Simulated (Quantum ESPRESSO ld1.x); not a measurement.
Question: Neutral promethium, 61 electrons, occupied as [Xe] 4f5 6s2. All-electron calculation, Dirac Kohn-Sham, PBE, spin-unpolarised, spherical densities, point nucleus; open shells are shared between the two j in proportion to 2j + 1. Program: ld1.x of Quantum ESPRESSO 7.5. Some entries of the table are withheld. Estimate them.

| orbital | occ. | eigenvalue (hartree) | <r> (bohr) | <1/r> (bohr^-1) |
|---|---|---|---|---|
| 1s1/2 | 2 | -1653.03 | 0.02318 | 67.44 |
| 2s1/2 | 2 | -268.635 | 0.09845 | 15.99 |
| 2p1/2 | 2 | -254.373 | (1) | 15.97 |
| 2p3/2 | 4 | -233.784 | (2) | 14.30 |
| 3s1/2 | 2 | -58.5802 | 0.2601 | 5.804 |
| 3p1/2 | 2 | -52.4702 | 0.2498 | 5.718 |
| 3p3/2 | 4 | -48.3300 | 0.2624 | 5.297 |
| 3d3/2 | 4 | -37.7201 | 0.2339 | 5.169 |
| 3d5/2 | 6 | -36.8229 | 0.2378 | 5.063 |
| 4s1/2 | 2 | -11.6476 | 0.5928 | 2.415 |
| 4p1/2 | 2 | -9.32361 | 0.6081 | 2.309 |
| 4p3/2 | 4 | -8.42014 | 0.6366 | 2.168 |
| 4d3/2 | 4 | -4.60028 | (3) | 1.947 |
| 4d5/2 | 6 | -4.43971 | (4) | 1.912 |
| 5s1/2 | 2 | (5) | 1.441 | 0.9223 |
| 5p1/2 | 2 | (6) | 1.630 | 0.8076 |
| 5p3/2 | 4 | (7) | 1.725 | 0.7569 |
| 6s1/2 | 2 | -0.13018 | 4.378 | 0.2862 |
| 4f5/2 | 2.14286 | -0.08880 | (8) | (9) |
| 4f7/2 | 2.85714 | -0.07156 | (10) | (11) |

Answer: 
(1) 2p1/2 <r> (bohr): 0.08245
(2) 2p3/2 <r> (bohr): 0.08897
(3) 4d3/2 <r> (bohr): 0.6824
(4) 4d5/2 <r> (bohr): 0.6926
(5) 5s1/2 eigenvalue (hartree): -1.53652
(6) 5p1/2 eigenvalue (hartree): -0.91707
(7) 5p3/2 eigenvalue (hartree): -0.79705
(8) 4f5/2 <r> (bohr): 1.057
(9) 4f5/2 <1/r> (bohr^-1): 1.310
(10) 4f7/2 <r> (bohr): 1.080
(11) 4f7/2 <1/r> (bohr^-1): 1.291
